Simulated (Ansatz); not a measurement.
Problem. Name a neutral molecule of C, F, O and H with HOMO energy (B3LYP/def2-TZVPP) between -9.75 and -9.45 eV and HOMO–LUMO gap (PBE0/def2-TZVPP) between 10.25 and 10.55 eV (Ansatz, PBE0-D4/def2-TZVP geometry).

Solution. `FC(F)C1OC1(F)F` (-9.52 eV, 10.34 eV). Other molecules can fit too; these were computed, each in one conformer that needn't be the lowest.

B3LYP here is the variant with VWN-RPA as its local correlation; programs differ in this.
